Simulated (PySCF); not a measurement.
# How methods differ on the ionisation energy of Rh

Rh [Kr] 4d8 5s1 (4F) → Rh⁺ [Kr] 4d8 (3F), as a difference of total energies. Calculation: PySCF 2.14, in ANO-RCC-VTZP (7s6p4d2f1g, 68 functions); the spin-free X2C one-electron Hamiltonian (Gaussian nucleus). Correlated levels: valence: [Kr] frozen; valence and next inner shell: [Ar] 3d10 frozen. The calculations carry no spin-orbit coupling.

```csv
method,ionisation energy (eV),plus first-order spin-orbit estimate,error of that sum (eV)
UHF,6.341,6.335,-1.124
LDA,8.208,8.202,+0.743
PBE,7.879,7.873,+0.414
PBE0,7.578,7.572,+0.113
r2SCAN,7.758,7.753,+0.294
r2SCAN0,7.556,7.551,+0.092
BP86,8.063,8.057,+0.598
wB97X-V,7.157,7.152,-0.307
MP2 (valence),7.291,7.286,-0.173
SCS-MP2 (valence),7.067,7.061,-0.398
MP2 (valence and next inner shell),7.492,7.486,+0.027
SCS-MP2 (valence and next inner shell),7.235,7.229,-0.230
```

Reference: 7.459 eV (measured; NIST Atomic Spectra Database, ionization energies).

A first-order spin-orbit estimate (lowest level to lowest level, LS coupling) adds -0.006 eV.

Errors of the correlated levels include the incompleteness of this basis and the frozen core.
